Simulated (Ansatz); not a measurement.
`[OH][AlH][Cl]` and `SB[O][AlH][Cl]` differ in one atom or group.

Ansatz, PBE0-D4/def2-TZVP geometries, multiplicity 1. Each molecule was computed in one conformer, which needn't be the lowest.

```
                                        property  `[OH][AlH][Cl]`
           HOMO energy (ωB97M-V/def2-TZVPP) / eV           -11.38
  zero-point energy (PBE0-D4/def2-TZVP) / kJ/mol             58.1
           LUMO energy (ωB97M-V/def2-TZVPP) / eV             0.86
size of the dipole moment (B3LYP/def2-TZVPP) / D             0.77
            HOMO–LUMO gap (PBE0/def2-TZVPP) / eV             8.35
           HOMO–LUMO gap (B3LYP/def2-TZVPP) / eV             7.86
```

Question: What does the change do to each property? (An estimate is asked.)

Answer: Computed: 
| property | `SB[O][AlH][Cl]` | shift |
| --- | --- | --- |
| HOMO energy (ωB97M-V/def2-TZVPP) / eV | -9.99 | 1.39 |
| zero-point energy (PBE0-D4/def2-TZVP) / kJ/mol | 94.8 | 36.7 |
| LUMO energy (ωB97M-V/def2-TZVPP) / eV | 0.56 | -0.30 |
| size of the dipole moment (B3LYP/def2-TZVPP) / D | 1.10 | 0.33 |
| HOMO–LUMO gap (PBE0/def2-TZVPP) / eV | 6.75 | -1.60 |
| HOMO–LUMO gap (B3LYP/def2-TZVPP) / eV | 6.28 | -1.58 |

With PBE0 the HOMO rises by 1.30 eV and the LUMO falls by 0.29 eV, so the gap narrows by about 1.59 eV. PBE moves the HOMO by 1.06 eV and ωB97M-V by 1.39 eV. The zero-point energy changes by 36.7 kJ/mol with +9 modes. Dipoles are sizes alone; their direction can turn.

B3LYP here is the variant with VWN-RPA as its local correlation; programs differ in this.
